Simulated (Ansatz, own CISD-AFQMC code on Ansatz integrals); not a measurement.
H6OSi2, SMILES `O[SiH2][SiH3]` (H–O–Si–Si torsion 180°) (charge 0, multiplicity 1).

Cartesian coordinates (Å):
SMILES: O[SiH2][SiH3]
```xyz
9

O     -1.7661     0.6965     0.3868
Si    -0.7458    -0.4987    -0.1456
Si     1.4324     0.3424     0.0399
H     -2.7113     0.5266     0.3823
H     -0.9008    -1.7365     0.6654
H     -1.0458    -0.8715    -1.5545
H      1.7481     0.6801     1.4487
H      1.6014     1.5550    -0.7966
H      2.3880    -0.6939    -0.4264
```
Charge 0, spin multiplicity 1.

Frozen-core correlation energies in cc-pVDZ at a geometry from B3LYP-D3(BJ)/def2-TZVP, on an HF energy of -656.24641 Ha (<S^2> = 0.00). Wave-function levels are from Ansatz, the walk from an own CISD-AFQMC code on Ansatz integrals (time step 0.005/Ha, trial state from CCSD amplitudes, largest double 0.03).

| level | correlation energy (mHa) |
|---|---|
| MP2 | -394.0 |
| CCSD | -443.1 |
| CCSD(T) | -452.8 |

What correlation energy does phaseless AFQMC give, and where does it lie among these levels?

-454.9 ± 0.4 mHa (one standard error). AFQMC minus each level: MP2 -60.9 mHa, CCSD -11.8 mHa, CCSD(T) -2.0 mHa.
